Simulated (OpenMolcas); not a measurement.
## GaHClOF (SMILES [OH][Ga]([F])[Cl]): methods side by side

GaHClOF has 5 atoms, charge 0, and is taken as a singlet. SMILES: `[OH][Ga]([F])[Cl]`. Geometry: relaxed at PBE0-D4/def2-TZVP. This is one conformer, not always the lowest.

```xyz
5

O    -0.4114   -1.2129    0.5674
Ga    0.0247    0.1940   -0.3972
F    -0.3418    0.1437   -2.0898
Cl    0.9603    1.9231    0.3823
H    -0.1820   -1.1214    1.4958
```

Each level gives the energy change with the O1–H5 bond stretched from 0.961 to 1.105 Å (eV). The values are calculated.

| level | kind | program | value (eV) | less CCSD(T)/def2-SVPD | CPU time (all runs) |
| --- | --- | --- | --- | --- | --- |
| HF/def2-SVPD (restricted) | Hartree–Fock | OpenMolcas | 0.55 | +0.19 | 57 s |
| SVWN5/def2-SVPD (restricted) | LDA | OpenMolcas | 0.30 | -0.06 | 87 s |
| PBE/def2-SVPD (restricted) | GGA | OpenMolcas | 0.31 | -0.05 | 1.7 min |
| r2SCAN/def2-SVPD (restricted) | meta-GGA | OpenMolcas | 0.37 | +0.01 | 2 min |
| BHLYP/def2-SVPD (restricted) | global hybrid | OpenMolcas | 0.46 | +0.10 | 98 s |
| PBE0/def2-SVPD (restricted) | global hybrid | OpenMolcas | 0.39 | +0.03 | 99 s |
| B2PLYP/def2-SVPD (restricted) | double hybrid | OpenMolcas | 0.37 | +0.01 | 87 s |
| MP2/def2-SVPD (restricted) | perturbation theory | OpenMolcas | 0.36 | 0.00 | 51 s |
| CCSD(T)/def2-SVPD (Cholesky decomposition) (restricted) | coupled cluster or CI | OpenMolcas | 0.36 | 0.00 | 24 min |

Differences are taken from CCSD(T)/def2-SVPD (Cholesky decomposition) (restricted) for orientation; it has basis-set and higher-order errors of its own. All-electron rows without a relativistic Hamiltonian named are non-relativistic. The first shape isn't each level's own minimum. The values span 0.30 to 0.55 eV. In the correlated wave-function rows the outer d shell of Ga is correlated, in sets not made for it. CPU times are rough (shared hosts, several kinds of processor and program).
